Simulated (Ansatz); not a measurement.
Isolated molecules relaxed with PBE0-D4/def2-TZVP in Ansatz; ΔE leaves out vibrations. CCSD(T)/CBS adds triple-zeta CCSD(T) − MP2 to the extrapolated MP2 energy (def2 sets, frozen cores). This one scheme is used for every species, atoms too. DFT in def2-TZVPP. Open shells (•) are unrestricted, without spin–orbit coupling. Spin–orbit coupling would lower the free atoms: a little for Al, C, Cl; clearly for Ga. Bonds to Ga are less sure, by a few kJ/mol each and by 10 to 20 or more in all where they break to atoms, as the def2 sets lack core-valence functions. Scalar relativity is left out up to krypton.

Consider the atomization: `[Cl][Al]1[CH2][GaH]1` → Al• + C• + Cl• + Ga• + 3 H•.

```json
{"level": "revPBE", "ΔE (kcal/mol)": "469.8"}
{"level": "CAM-B3LYP", "ΔE (kcal/mol)": "476.3"}
```

Question: What does CCSD(T)/CBS give? (Best estimate.)

Answer: Computed: +487.8 kcal/mol. The listed levels differ from it by -18.0, -11.5 kcal/mol.

Largest T1 diagnostic among the species: 0.018.

At CCSD(T), def2-SVP lies −32.2 kcal/mol from the extrapolated value and def2-TZVPP −12.0 kcal/mol: correlation converges slowly with the basis, and small sets miss more of it in the bonded molecule than in its fragments. From PBE to PBE0 (25 % exact exchange), in def2-TZVPP and without D4, ΔE moves by −5.5 kcal/mol: exact exchange takes away binding that semilocal exchange gives to molecules.

For atomizations the MP2-based limit and the directly extrapolated one differ by several kJ/mol either way, and by 10 to 25 for some Ge, Se and Sn compounds, so smaller differences from it don't rank the levels.
